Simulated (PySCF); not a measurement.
Input of a run (PBE0-D3(BJ)/def2-SVP geometry optimisation, gas phase (PySCF 2.14.0)), started from GFN2-xTB:
```
{"job": {"xc": "PBE0", "basis": "def2-SVP", "d3": "d3bj", "grid": 1, "shake": 0.03, "kind": "geom"}, "charge": 0, "multiplicity": 1}
Ge     1.582190     0.568000     0.016270
C      0.186570    -0.818100    -0.153940
Ge    -1.699340    -0.167260     0.048180
H      3.014310     0.125520    -0.181710
H      1.284570     1.677780    -1.062930
H      1.437210     1.323990     1.331900
H      0.443210    -1.575300     0.601730
H      0.347350    -1.263340    -1.139110
H     -1.988300     0.891060    -0.888770
H     -1.850790     0.450720     1.448290
H     -2.648060    -1.293230    -0.040940
```

Output (energies in Eh, forces in Eh/bohr):
```
step   0  E = -4195.77320984  max force = 0.037907
step   1  E = -4195.78186787  max force = 0.007512
step   2  E = -4195.78235822  max force = 0.002211
step   3  E = -4195.78244698  max force = 0.000430
step   4  E = -4195.78245052  max force = 0.000210
optimisation converged
```

Task: Summarise the run.

Result: The energy falls by 5.8 kcal/mol over 5 energy and gradient evaluations, the largest force component goes from 0.0379 to 2.1e-04 Eh/bohr, and the atoms move by 0.063 Å rms after alignment. The bond that changes most is Ge3–H9 (ends: germanium bonded to C and 3 H; Ge–H hydrogen), which lengthens by 0.098 Å. Bonds longer at the end by more than 0.005 Å: 5 of 10; shorter: 3. Among the angles that change most is C2–Ge1–H4, from 116.9° to 110.4°. The energy never rose by more than 1e-6 Eh on the way. The first step brought 94 % of the lowering.

Task: What are the final bond lengths?

Result: Ge1–C2 1.957 Å, C2–Ge3 1.957 Å, Ge1–H4 1.542 Å, Ge1–H5 1.541 Å, Ge1–H6 1.541 Å, C2–H7 1.101 Å, C2–H8 1.101 Å, Ge3–H9 1.541 Å, Ge3–H10 1.541 Å, Ge3–H11 1.542 Å. Numbering counts from 1 in the input's order; the species is `[GeH3][CH2][GeH3]`.

The run used 118 basis functions and 29 SCF cycles in all.

Stationary, but not proved a minimum.
